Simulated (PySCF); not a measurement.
Computed structure and properties of Gd(NO3)3

System: Gd(NO3)3 (singlet in the valence; each metal's 4f electrons, 7 of them, lie in its core potential, out of spins and levels); start: displaced along the imaginary mode (D3). Method: PySCF 2.14.0, RKS BP86, Gd lcecp-1-SVP with ECP53, O def2-SVP, N def2-SVP; non-relativistic Hamiltonian with scalar-relativistic core potentials where named; density fitting; no spin-orbit coupling.

Input of the relaxation:

```python
mol = gto.M(atom='''
Gd    -0.00000     0.00000     0.00000
O      2.09195    -0.25000     1.09465
O      2.09195     0.25000    -1.09465
N      2.80911     0.00001    -0.00000
O      4.00902     0.00001    -0.00000
O     -0.82947     1.93668     1.09465
O     -1.26249     1.68668    -1.09465
N     -1.40456     2.43276     0.00000
O     -2.00451     3.47191     0.00000
O     -1.26248    -1.68669     1.09465
O     -0.82947    -1.93669    -1.09465
N     -1.40455    -2.43276    -0.00000
O     -2.00450    -3.47191    -0.00000''',
    basis={'Gd': 'lcecp-1-SVP', 'O': 'def2-SVP', 'N': 'def2-SVP'},
    ecp={'Gd': 'lcecp-1-SVP'},
    charge=0, spin=0)
mf = dft.RKS(mol, xc='B88,P86')
mf.grids.atom_grid = (50, 194)  # f atoms: unpruned, at least (60, 302)
mf = mf.density_fit()  # fitting sets: Gd AutoAux, O def2-universal-JKFIT, N def2-universal-JKFIT
mf.conv_tol = 1e-08; mf.max_cycle = 55
mf.kernel(dm0)  # dm0: converged density of the start geometry
# quasi-Newton relaxation in Cartesian coordinates to a largest gradient under 0.00045 Eh/bohr, steps kept in the point group
```

Run from Python with OMP_NUM_THREADS=4; the lines above give its settings. Where DIIS fails, smearing, a level shift and second-order steps follow.
It took 72 s on 4 threads of Arm Neoverse V2 (shared host), from the converged density of the start.

Course of the relaxation:

| step | energy above end (eV) | largest force component within the symmetry (eV/Å) |
| --- | --- | --- |
| 0 | 0.1015 | 1.095 |
| 1 | 0.0057 | 0.248 |
| 2 | 0.0039 | 0.126 |
| 3 | 0.0031 | 0.032 |
| 4 | 0.0018 | 0.089 |
| 5 | 0.0008 | 0.115 |
| 6 | 0.0002 | 0.063 |
| 7 | 0.0000 | 0.011 |
| 8 | 0.0000 | 0.020 |

Relaxed geometry (D3):

```xyz
13

Gd    0.0000    0.0000    0.0000
O     2.0918   -0.1703    1.0810
O     2.0918    0.1703   -1.0810
N     2.8088    0.0000    0.0000
O     4.0090    0.0000    0.0000
O    -0.8984    1.8967    1.0810
O    -1.1934    1.7264   -1.0810
N    -1.4044    2.4325    0.0000
O    -2.0045    3.4719    0.0000
O    -1.1934   -1.7264    1.0810
O    -0.8984   -1.8967   -1.0810
N    -1.4044   -2.4325    0.0000
O    -2.0045   -3.4719    0.0000
```

```json
{"contact": "Gd1–O2 (NO3)", "Å": "2.361"}
{"contact": "Gd1–O7 (NO3)", "Å": "2.361"}
{"contact": "Gd1–O11 (NO3)", "Å": "2.361"}
```

On the finer grid (75, 302):

* HOMO: -7.67 eV
* LUMO: -4.02 eV
* Dipole about the centre of mass: 0.00 D
* Set of Mulliken populations of Gd1 outside the core potential: s 2.26, p 6.31, d 1.20, f 0.06
* D3(BJ) dispersion energy (not in the energies): -0.603 eV

| atom | Mulliken (e) | Löwdin (e) | spin (e) |
| --- | --- | --- | --- |
| Gd1 | 1.17 | 0.55 | 0.00 |
| O2 | -0.32 | -0.21 | 0.00 |
| O3 | -0.32 | -0.21 | 0.00 |
| N4 | 0.36 | 0.33 | 0.00 |
| O5 | -0.12 | -0.10 | 0.00 |
| O6 | -0.32 | -0.21 | 0.00 |
| O7 | -0.32 | -0.21 | 0.00 |
| N8 | 0.36 | 0.33 | 0.00 |
| O9 | -0.12 | -0.10 | 0.00 |
| O10 | -0.32 | -0.21 | 0.00 |
| O11 | -0.32 | -0.21 | 0.00 |
| N12 | 0.36 | 0.33 | 0.00 |
| O13 | -0.12 | -0.10 | 0.00 |

The 4f levels lie in the core potential and are missing. Their spin isn't counted.

On the grid (50, 194), as all that follows. Harmonic modes: a minimum within the noise of the softest modes; lowest 30 cm⁻¹ (negative: unstable), highest 1680 cm⁻¹, zero-point energy 1.267 eV.

Taking off one NO3 (charge -1, singlet; the rest: singlet) in vacuum, both parts rigid, costs 9.15 eV; the small basis without counterpoise inflates it. Most of it is the attraction of opposite charges; other ways to part are cheaper, and one spin state was tried for the rest.

Rigid scan of NO3 along the line from its metal:

```tsv
distance to the donors' midpoint (Å)	energy (eV)
1.79	0.830
1.89	0.328
1.99	0.073
2.09	0.000
2.19	0.058
2.29	0.207
2.49	0.667
2.79	1.511
3.19	2.587
```

One start shape was tried, so this needn't be the lowest isomer.

An lcecp potential fixes the number of 4f electrons, so in runs with it no electron can move into or out of that shell.
